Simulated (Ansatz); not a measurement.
Relaxation of Cl₃H₂In (6 atoms, charge 0, multiplicity 1), to a largest force component of 0.03 eV/Å in at most 50 steps.

All numbers below come from RHF/def2-SVP (Ansatz 0.2.0).

```xyz
6
Properties=species:S:1:pos:R:3
In 0.024 -0.619 -0.552
Cl 0.029 -0.260 3.069
Cl 1.987 0.326 -1.409
Cl -1.968 0.287 -1.383
H 0.046 -1.956 0.582
H 0.041 -1.380 2.363
```

Question: Where does it end, and by what steps?

Answer: The run converged. After 13 steps the energy has fallen by 0.313 eV; H5 moved furthest, 0.82 Å.

```json
{"step": "0", "energy less start (eV)": "0.0000", "largest force component (eV/Å)": "1.305", "accepted": "yes"}
{"step": "1", "energy less start (eV)": "-0.1217", "largest force component (eV/Å)": "0.911", "accepted": "yes"}
{"step": "2", "energy less start (eV)": "-0.1069", "largest force component (eV/Å)": "2.098", "accepted": "no"}
{"step": "3", "energy less start (eV)": "-0.1475", "largest force component (eV/Å)": "0.846", "accepted": "yes"}
{"step": "4", "energy less start (eV)": "-0.1689", "largest force component (eV/Å)": "1.133", "accepted": "yes"}
{"step": "5", "energy less start (eV)": "-0.2313", "largest force component (eV/Å)": "0.443", "accepted": "yes"}
{"step": "6", "energy less start (eV)": "-0.2825", "largest force component (eV/Å)": "0.108", "accepted": "yes"}
{"step": "7", "energy less start (eV)": "-0.2866", "largest force component (eV/Å)": "0.795", "accepted": "yes"}
{"step": "8", "energy less start (eV)": "-0.2418", "largest force component (eV/Å)": "1.555", "accepted": "no"}
{"step": "9", "energy less start (eV)": "-0.3111", "largest force component (eV/Å)": "0.056", "accepted": "yes"}
{"step": "10", "energy less start (eV)": "-0.3128", "largest force component (eV/Å)": "0.069", "accepted": "yes"}
{"step": "11", "energy less start (eV)": "-0.3133", "largest force component (eV/Å)": "0.050", "accepted": "yes"}
{"step": "12", "energy less start (eV)": "-0.3134", "largest force component (eV/Å)": "0.044", "accepted": "yes"}
{"step": "13", "energy less start (eV)": "-0.3135", "largest force component (eV/Å)": "0.029", "accepted": "yes"}
```

```xyz
6
Properties=species:S:1:pos:R:3
In 0.025 -0.770 -0.531
Cl 0.029 -0.019 2.478
Cl 1.975 0.428 -1.080
Cl -1.957 0.384 -1.063
H 0.045 -2.425 -0.095
H 0.042 -1.200 2.961
```

The run took 45 s on 1 thread of Intel(R) Xeon(R) Platinum 8259CL CPU @ 2.50GHz (Skylake/Cascade Lake), on a shared host, peak memory 0.21 GiB.
